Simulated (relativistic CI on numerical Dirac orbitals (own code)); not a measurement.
Co: sensitivity of the levels to the model

Base calculation: Dirac-Coulomb-Breit CI, orbitals from a KLI potential per configuration, QED by a radiative potential, valence Slater integrals scaled by 0.85, P86 correlation energy added to each configuration.

Configurations in the expansion (outside the closed core [Ar]): 3d7 4s2, 3d8 4s, 3d7 4s 4p, 3d8 4p, 3d9, 3d7 4p2, 3d7 4s 4d, 3d8 4d, 3d8 5s, 3d8 5p, 3d7 4s 5s, 3d7 4s 6s, 3d7 4s 5p, 3d7 4s 6p, 3d7 4s 4f, 3d7 4s 5d, 3d7 4s 7s, 3d7 4s 7p, 3d7 4s 5g, 3d7 4s 5f, 3d7 4s 6d, 3d7 4s 7d, 3d7 4d2, 3d6 4s2 4p, 3d7 4p 4d. Levels of other configurations are missing.

Variants: (1) self-excluded LDA correlation estimate; (2) no correlation estimate; (3) configuration mixing switched off; (4) only the first 3 configurations. Shifts of the energy above 3d7 4s2 4F_9/2, in cm⁻¹, for the lowest level and the first level of each name with at least 55 % of one term (blank where a level changes its place among those of its configuration and J or its character, or is not in the variant):

```csv
Level,Base,Δ(1),Δ(2),Δ(3),Δ(4),Measured
3d7 4s2 4F_9/2,0.0,0.0,0.0,0.0,0.0,0.0
3d7 4s2 4F_7/2,797.5,-0.1,+0.2,-2.7,-2.7,816.0
3d7 4s2 4F_5/2,1377.7,-0.2,+0.3,-4.6,-4.6,1406.9
3d7 4s2 4F_3/2,1773.9,-0.2,+0.4,-5.7,-5.9,1809.3
3d8 4s 4F_9/2,12731.4,-858.5,+2467.9,-2646.9,-2646.9,3482.8
3d8 4s 4F_7/2,13365.5,-857.6,+2466.8,-2626.4,-2626.6,4142.6
3d8 4s 4F_5/2,13878.7,-857.2,+2465.6,-2617.0,-2617.3,4690.1
3d8 4s 4F_3/2,14241.4,-856.8,+2464.6,-2611.1,-2611.5,5075.8
3d7 4s2 2G_9/2,15628.0,-6.8,+14.3,-41.6,-95.9,
3d7 4s2 4P_5/2,15732.9,+1.7,-3.8,+25.2,+24.6,13795.5
3d7 4s2 4P_3/2,15944.2,+0.6,-1.3,+34.1,+15.1,14036.2
3d7 4s2 4P_1/2,16301.5,+1.2,-2.8,+25.6,+18.6,14399.2
3d7 4s2 2G_7/2,16369.0,-8.4,+14.5,-39.5,-99.0,
3d8 4s 2F_7/2,17519.6,-827.8,+2418.5,-1762.1,-1834.0,7442.4
```

For a near-neutral ion this model can misplace configurations by up to about 10,000 cm⁻¹ (more where the count of f electrons changes) and terms by 10 to 25 % of their spread. Rates follow the energies as ν³ (E1, M1) or ν⁵ (E2), so they and the lifetimes can be off by large factors. The fine structure of a lone outer electron comes out too small, for d and f at times inverted, and misplaced configurations move strength between like terms. 32 of the 67 excited levels that our extract of the measured tables holds in this range could be paired (the sources list more); they are missed by 4912 cm⁻¹ on average and 12231 at most, and levels without a partner can miss by more. Some levels of the ground configuration have no partner and can miss by 10 % or more.

Measured levels: NIST Handbook of Basic Atomic Spectroscopic Data (Sansonetti and Martin, J. Phys. Chem. Ref. Data 34, 1559 (2005)).

Ionisation energy from the two ground configurations alone: base 8.034 eV; self-excluded LDA correlation estimate 8.096 eV; no correlation estimate 7.694 eV. The NIST ASD value (measured) is 7.88101 eV.
